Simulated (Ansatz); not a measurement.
Reaction (ligand exchange at a Ge–S bond): `C=C[SiH2][S][GeH3]` + `[SiH3][SiH2]S` → `[SiH3][SiH2][S][GeH3]` + `C=C[SiH2]S`

Program: Ansatz. Geometries: PBE0-D4/def2-TZVP. ΔE: electronic, gas phase. CCSD(T)/CBS adds triple-zeta CCSD(T) − MP2 to the extrapolated MP2 energy (def2 sets, frozen cores). Functionals use def2-TZVPP. B3LYP here is the variant with VWN-RPA as its local correlation; programs differ in this. For Ge outer-core shells are correlated without core-valence functions, which leaves a few kJ/mol of doubt a bond. Scalar relativity is left out up to krypton. Each species was taken in one conformer, which may not be the lowest.

| level | ΔE (kJ/mol) | difference from CCSD(T)/CBS |
| --- | --- | --- |
| PBE-D4 | -1.0 | -1.0 |
| r2SCAN-D4 | -0.5 | -0.5 |
| PBE0-D4 | -0.3 | -0.3 |
| B3LYP-D4 | -0.7 | -0.7 |
| ωB97X-V | 0.4 | 0.4 |
| ωB97M-V | 0.7 | 0.7 |
| B2PLYP | -2.2 | -2.2 |
| PBE | -3.0 | -3.0 |
| r2SCAN | -1.0 | -1.0 |
| PBE0 | -2.0 | -2.0 |
| B3LYP | -4.0 | -4.0 |
| HF/def2-TZVPP | -4.0 | -4.0 |
| MP2/def2-TZVPP | 0.8 | 0.8 |
| SCS-MP2/def2-TZVPP | -0.2 | -0.2 |
| CCSD/def2-TZVPP | -0.4 | -0.4 |
| CCSD(T)/def2-TZVPP | 0.1 | 0.1 |
| HF/def2-QZVPP | -4.4 | -4.4 |
| MP2/def2-QZVPP | 0.6 | 0.6 |
| SCS-MP2/def2-QZVPP | -0.5 | -0.5 |
| HF/CBS(def2) | -4.4 | -4.4 |
| MP2/CBS(def2) | 0.7 | 0.7 |
| CCSD/CBS(def2) | -0.5 | -0.5 |
| CCSD(T)/CBS | 0.0 | 0 |

Largest T1 diagnostic among the species: 0.012.

The D4 term adds +3.3 kJ/mol with B3LYP and +1.7 kJ/mol with PBE0; it sums over pairs of atoms, weighted by their polarisabilities, and B3LYP, whose exchange is more repulsive, gets the larger term. In def2-TZVPP, CCSD(T) changes the Hartree–Fock value by +4.0 kJ/mol (the triples alone add +0.4 kJ/mol) and MP2 by +4.7 kJ/mol.
